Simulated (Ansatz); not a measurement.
`[SiH3][SiH]1CCS1` + `[OH][GeH2][F]` → `[F][GeH2][O][SiH3]` + `C1CS[SiH2]1`  (cleavage of the Si–Si bond)

Gas-phase electronic energies from Ansatz, PBE0-D4/def2-TZVP geometries. CCSD(T)/CBS adds triple-zeta CCSD(T) − MP2 to the extrapolated MP2 energy (def2 sets, frozen cores). Functionals use def2-TZVPP. For Ge outer-core shells are correlated without core-valence functions, which leaves a few kJ/mol of doubt a bond. Scalar relativity is left out up to krypton. Each species was taken in one conformer, which may not be the lowest.

| level | ΔE (kJ/mol) |
| --- | --- |
| PBE | -69.3 |
| HF/def2-QZVPP | -130.0 |

(1) What does CCSD(T)/CBS give? (Best estimate.)

Largest T1 diagnostic among the species: 0.012.

## Answers

(1) The calculation gave: -95.7 kJ/mol. The listed levels differ from it by 26.4, -34.3 kJ/mol.

In def2-TZVPP, CCSD(T) changes the Hartree–Fock value by +31.1 kJ/mol (the triples alone add +4.7 kJ/mol) and MP2 by +25.7 kJ/mol. From PBE to PBE0 (25 % exact exchange), in def2-TZVPP and without D4, ΔE moves by −9.8 kJ/mol.
